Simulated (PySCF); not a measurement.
# Pd³⁺: ionisation energy

Pd³⁺ [Kr] 4d7 [4d3/2^4 4d5/2^3, M_J = 9/2] → Pd⁴⁺ [Kr] 4d6 [4d3/2^4 4d5/2^2, M_J = 4], as a difference of total energies. Calculation: PySCF 2.14, in x2c-TZVPall-2c; the two-component X2C-1e Hamiltonian. Correlated levels: [Ar] 3d10 frozen; the 6 highest virtual spinors dropped. "Screened" scales the spin-orbit matrix elements by Boettger's factors to mimic the two-electron term; Breit and QED terms are absent.

```csv
method,ionisation energy (eV)
GHF (spin-free),46.155
GMP2 (spin-free),47.171
GHF (screened spin-orbit),46.228
GMP2 (screened spin-orbit),47.247
```

Problem. How much does correlation contribute at GMP2 (screened spin-orbit)?

Solution. 47.247 − (46.228) = 1.019 eV, measured against GHF (screened spin-orbit).

The spin-free rows relax to the high-spin LS determinant and lack the spin-orbit shift.

Errors of the correlated levels include the incompleteness of this basis and the frozen core.

The labels give the starting determinants; with spin-orbit coupling the two ends relaxed to ⟨J²⟩ = 24.76, ⟨L²⟩ = 12.21, ⟨S²⟩ = 3.69 and ⟨J²⟩ = 20.01, ⟨L²⟩ = 6.13, ⟨S²⟩ = 5.94.

For comparison: 46 ± 1.7 eV (theoretical estimate listed by NIST; NIST Atomic Spectra Database, ionization energies).
